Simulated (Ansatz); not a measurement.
The cluster ZrTe₂⁺, relaxed as a quartet with UKS r2SCAN-D4/def2-TZVP in Ansatz, starting from the r2SCAN-D4/def2-TZVP geometry of the charge +1 doublet. Force threshold 0.02 eV/Å.

In the def2 sets Te, Zr take a core potential; there is no spin–orbit coupling. The relaxation made no stability test and no search for a lower SCF solution. At r2SCAN-D4/def2-TZVP a doublet of charge 1 lies 0.81 eV below the quartet, each at its own geometry. The structure comes from a short search, and lower isomers may exist.

Start:

Cartesian coordinates in Å:
```
Zr 1.4963 -0.0880 0.2158
Te -0.8480 0.9369 0.9481
Te -0.6484 -0.8490 -1.1639
```

Question: Estimate the energy that the relaxation releases and the steps that it takes.

Answer: 31.5 kJ/mol, in 4 steps; 23 s on 4 threads of Arm Neoverse V1 on a shared host. No frequencies were taken in this run, so the end may be a saddle point.

Question: Does the start keep its bonding and symmetry?

Answer: By distances, no bond broke or formed. The bond that changes most is Zr1–Te3, from 2.66 to 2.82 Å (atoms count from 1). Point group C2v at the start, C2v at the end, both within 0.05 Å.

Question: Predict the relaxed structure.

Answer: 
```
atom   x (Å)   y (Å)   z (Å)
 Zr1   1.638  -0.096   0.236
 Te2  -0.914   0.901   0.891
 Te3  -0.724  -0.805  -1.127
```
Bond lengths: 2 × Te–Zr 2.82 Å; 1 × Te–Te 2.65 Å.
